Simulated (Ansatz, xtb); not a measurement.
# Two isomers of C5H7BCl2

Structure I: `C=C/C(C)=C/B(Cl)Cl`, a singlet. Structure II: `C=C(C)/C=C/B(Cl)Cl`, a singlet. Both are isolated molecules in the gas phase, relaxed with PBE-D3(BJ)/def2-SVP; the shapes shown needn't be the lowest conformers.

I (Å):

```csv
atom,x (Å),y (Å),z (Å)
C,0.3785,1.5383,-2.6946
C,-0.3651,0.4619,-2.3483
C,-0.1867,-0.3588,-1.1442
C,0.9204,0.0228,-0.2015
C,-1.0459,-1.4218,-0.9627
B,-1.1739,-2.4865,0.1390
Cl,-0.1705,-2.6314,1.5968
Cl,-2.4497,-3.7078,-0.0422
H,1.2135,1.9006,-2.0750
H,0.1716,2.0944,-3.6215
H,-1.1880,0.1498,-3.0149
H,0.7784,1.0641,0.1566
H,0.9791,-0.6444,0.6732
H,1.8978,0.0026,-0.7281
H,-1.7952,-1.5425,-1.7673
```

II (Å):

```xyz
15

C    -0.5266    0.0508   -2.0985
C    -0.1844   -0.9135   -1.2023
C    -0.1637   -2.3749   -1.5693
C     0.1732   -0.5130    0.1564
C     0.5410   -1.3439    1.1777
B     0.9055   -0.8504    2.5870
Cl    0.8799    0.8688    3.0191
Cl    1.3698   -2.0074    3.8422
H    -0.8043   -0.1962   -3.1350
H    -0.5358    1.1141   -1.8111
H    -0.4548   -2.5319   -2.6247
H     0.8468   -2.8095   -1.4201
H    -0.8577   -2.9573   -0.9279
H     0.1373    0.5727    0.3598
H     0.5807   -2.4303    0.9870
```

Question: Estimate E(II) − E(I) at the level CCSD(T)/def2-SVP + ΔMP2/def2-TZVPP.

Answer: Calculated at CCSD(T)/def2-SVP + ΔMP2/def2-TZVPP: E(II) − E(I) = −0.154 eV, so structure II lies lower.

The same difference at several levels:

```csv
level,geometry,E(II) − E(I) (eV),departure from the last row (eV),"job, with rough time for the two"
GFN2-xTB,GFN2-xTB,−0.060,+0.094,"optimisation, 0.31 s"
HF/STO-3G,GFN2-xTB,−0.176,−0.022,"single point, 0.48 s"
r2SCAN-D4/def2-SVP,GFN2-xTB,−0.138,+0.016,"single point, 4.6 s"
PBE-D3(BJ)/def2-SVP,PBE-D3(BJ)/def2-SVP,−0.113,+0.040,"optimisation, 32 s"
HF/def2-SVP,PBE-D3(BJ)/def2-SVP,−0.216,−0.062,part of the CCSD(T) run
MP2/def2-SVP,PBE-D3(BJ)/def2-SVP,−0.165,−0.012,part of the CCSD(T) run
CCSD(T)/def2-SVP,PBE-D3(BJ)/def2-SVP,−0.161,−0.007,single point
CCSD(T)/def2-SVP + ΔMP2/def2-TZVPP,PBE-D3(BJ)/def2-SVP,−0.154,,"single point, 2 min"
```

As drawn, both hold the same kinds of bond in the same numbers.

None of the levels shown reverses the order. The largest departure from CCSD(T)/def2-SVP + ΔMP2/def2-TZVPP is that of GFN2-xTB, 0.094 eV. The last row adds to CCSD(T) the change of the MP2 difference between the two basis sets, here +0.007 eV.

With thermal terms from frequencies at re-optimised GFN2-xTB minima (ideal gas, soft modes damped towards free rotors, one conformer each, 298.15 K, 1 atm): the zero-point term adds +0.002 eV; ΔH is −0.155 and ΔG −0.149 eV.

The correlated steps freeze 16 core orbitals. Run with Ansatz 0.2.0, xtb 6.7.1; the last row on 4 threads of Arm Neoverse V1 on a shared host.
